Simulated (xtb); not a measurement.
1-bromo-1-fluoropropa-1,2-diene (C3H2BrF), SMILES C=C=C(F)Br. All values are semi-empirical tight-binding results from xtb (GFN2-xTB unless named), good for trends rather than for accurate numbers. Geometry optimised at GFN2-xTB.

- point group as xtb finds it: Cs
- orbital gap: 3.75 eV
- zero-point energy: 23.4 kcal/mol
- G − E(el) at 298.15 K (modified RRHO): 4.3 kcal/mol
- static polarisability (D4 model): 56.3 bohr³
- solvation energy, GFN2-xTB/ALPB(water): -2.6 kcal/mol
- solvation energy, GFN2-xTB/ALPB(thf): -5.8 kcal/mol
